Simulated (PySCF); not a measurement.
# Dipole response of Eu²⁺ (europium, charge +2)

[Xe] 4f7, high-spin 8S determinant. Calculation: PySCF 2.14, in ANO-RCC-VTZP (8s7p5d3f2g1h, 104 functions); the spin-free X2C one-electron Hamiltonian (Gaussian nucleus). Coupled (time-dependent) response in atomic units; α is the mean over directions. The basis has no added diffuse functions, which lowers α and C₆.

```
method  mean α (bohr³)  C₆ (like pair)  S(−4)
PBEsol           9.382           50.36  113.7
```

S(−4) is the Cauchy moment in α(ω) = α(0) + S(−4) ω² + …

α(iu) at PBEsol:

```tsv
u (hartree)	α(iu) (bohr³)
0	9.382
0.0500	9.122
0.100	8.548
0.200	7.474
0.300	6.766
0.500	5.782
0.750	4.785
1.00	3.958
1.50	2.780
2.00	2.050
3.00	1.254
5.00	0.6172
```

A single London oscillator, α(iu) = α/(1 + u²/ω²), gives C₆ = (3/4) ω α². Matching the computed C₆ needs ω = 4 × 50.36 / (3 × 9.382²) = 0.763 hartree.

For an ion, C₆ is the dispersion term alone; charge-induced terms of lower order in 1/R come first.

Spin-orbit coupling, which splits the p, d and f shells strongly at this Z, is absent.
